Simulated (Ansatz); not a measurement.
```yaml
crystal:
  periodic: [false, false, false]
  atoms:
    - {symbol: C, position_ang: [0.544857, -3.584237, 2.306809]}
    - {symbol: C, position_ang: [3.732719, -2.777126, 0.765838]}
    - {symbol: C, position_ang: [3.664961, -0.408680, -0.456906]}
    - {symbol: C, position_ang: [1.035988, 0.865242, -0.740095]}
    - {symbol: N, position_ang: [0.766461, 2.789165, -1.855177]}
    - {symbol: C, position_ang: [-1.138410, 3.992005, -2.167490]}
    - {symbol: C, position_ang: [-3.411548, 2.581913, -1.687968]}
    - {symbol: N, position_ang: [-3.857155, 0.999214, 0.095222]}
    - {symbol: C, position_ang: [-1.496250, -0.264985, 0.379015]}
    - {symbol: C, position_ang: [-1.108467, -2.467898, 2.204100]}
    - {symbol: H, position_ang: [0.989997, -5.463424, 3.565182]}
    - {symbol: H, position_ang: [5.305261, -3.477566, 1.605618]}
    - {symbol: H, position_ang: [5.218961, 0.346628, -1.338051]}
    - {symbol: H, position_ang: [-1.291470, 5.358271, -3.603656]}
    - {symbol: H, position_ang: [-5.394427, 3.746448, -1.629222]}
    - {symbol: H, position_ang: [-3.255393, -3.606307, 2.783746]}
basis:
  gaussian: {orbitals: STO-3G}
hamiltonian: {xc: {name: revPBE0}}
```

```sh
$ ansatz run in.yaml --threads 2 --pin off --events-out ev --progress --plain --max-ram 22528MiB --backend cpu
```

Output, abridged:

```
Functional definition: revPBE0
723 factors; integrals over basis functions are off by at most 4.7e-5 eV
mean field evaluation 1: about -11026.7047 eV, gradient 1.3e2 eV
mean field evaluation 2: about -10256.3872 eV, gradient 1.4e2 eV
mean field evaluation 4: about -10770.3935 eV, gradient 1.8e2 eV
mean field evaluation 8: about -11130.0470 eV, gradient 7.0e0 eV
mean field evaluation 16: about -11132.3661 eV, gradient 6.1e-3 eV
mean field -11132.36601705 eV, -409.1069053379 hartree, gradient 3.6e-6 eV, S^2 0.000000; 9 other end points of the search recorded, 0 dependent functions left out
reference -11132.36605800 eV, -409.1069068427 hartree; 34, 34 occupied and 22, 22 virtual orbitals, 723 factors
Total energy: -11132.36605800 eV, -409.1069068427 hartree
```

(1) What is wrong with this run?

Answers

(1) The coordinates are in bohr but typed as ångström. The calculation finished and met its thresholds. The result belongs to that input, not to the molecule as meant.
